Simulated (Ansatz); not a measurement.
A structure relaxed at PBE-D4/def2-SVPD in Ansatz, charge -1, doublet:

Cartesian coordinates in Å:
```
Re 0.260 0.581 0.763
Re -0.045 -1.152 -1.116
O -1.690 -1.639 -1.390
O 0.438 0.731 -1.180
O -1.253 1.250 1.755
O 1.682 0.153 1.621
O -0.666 2.326 0.925
O 1.275 -2.250 -1.377
```

**Question.** Give its formula.

**Answer.** the cluster Re₂O₆⁻ (the lowest doublet isomer of a short search).

**Question.** Summarise the bond lengths by kind (pairs closer than 1.2 times the sum of covalent radii, bridged metal pairs left out).

**Answer.** 7 × O–Re 1.71 to 1.98 Å; 1 × O–O 1.48 Å.

In the def2 sets Re takes a core potential; there is no spin–orbit coupling. The structure holds one bond between oxygen atoms, so isomers without such links may lie far lower. The relaxation made no stability test and no search for a lower SCF solution. No other spin state of charge -1 was run. The structure comes from a short search, and lower isomers may exist.
